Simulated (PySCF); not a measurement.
**IrO₂⁻: bending curve**

Method: PySCF, r2SCAN, basis Ir def2-TZVPD with ECP60, O def2-TZVPD (scalar-relativistic core potentials, no spin–orbit coupling, density fitting).

Rigid scan from the singlet minimum (Ir–O 1.718 Å (×2); O–Ir–O 180.0°). Coordinate: the O–Ir–O angle, bonds fixed. Energies in kJ/mol from the minimum.

| bond angle (°) | E (kJ/mol) | dipole size (D, about the centre of mass) |
| --- | --- | --- |
| 80 | 495.2 | 3.61 |
| 90 | 389.7 | 1.75 |
| 100 | 380.1 | 3.22 |
| 110 | 215.3 | 0.33 |
| 120 | 144.0 | 0.08 |
| 130 | 87.2 | 0.02 |
| 140 | 45.9 | 0.03 |
| 150 | 19.8 | 0.01 |
| 160 | 6.4 | 0.01 |
| 170 | 1.1 | 0.02 |
| 180 | 0.0 | 0.00 |

No spin–orbit coupling is included, which matters more the heavier the element.
